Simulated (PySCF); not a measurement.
Species: C5H6F2O.
InChI=1S/C5H6F2O/c1-2-3-4(6)5(7)8/h2,4H,1,3H2/t4-/m0/s1

Torsions of this conformer, `[CH2:1]=[CH:2][CH2:3][C@H:4]([F:5])[C:6](=[O:7])[F:8]`: C1–C2–C3–C4 -121°, C2–C3–C4–F5 -176°, C3–C4–C6–O7 -87°.

The closed-shell ground state was solved at several levels (PySCF, density fitting, gas phase, non-relativistic). Geometry: GFN2-xTB, one conformer, isolated molecule.

```json
{"level": "B3LYP/def2-SVPD", "basis functions": "217", "HOMO (eV)": "-7.85", "LUMO (eV)": "-1.34", "gap (eV)": "6.51", "dipole (D)": "2.71"}
{"level": "B3LYP/pcJ-1", "basis functions": "276", "HOMO (eV)": "-7.77", "LUMO (eV)": "-1.12", "gap (eV)": "6.65", "dipole (D)": "2.62"}
```

(1) Estimate the row for PBE0/pcSseg-1, a basis of 166 functions; the other rows only guide the guess.

(2) Over all these levels, which gives the widest orbital gap and which the narrowest?

(3) How far do the dipole and the HOMO energy spread over the levels?

Answers

(1) HOMO -8.03 eV, LUMO -0.85 eV, gap 7.18 eV, dipole 2.61 D.

(2) PBE0/pcSseg-1 (global hybrid, 25 % exact exchange) has the widest, 7.18 eV, and B3LYP/def2-SVPD (global hybrid, 20 % exact exchange) the narrowest, 6.51 eV. Functional and basis both differ between the two, so the spread mixes both effects.

(3) The dipole runs from 2.61 to 2.71 D (mean 2.64 D) and the HOMO from -8.03 to -7.77 eV.
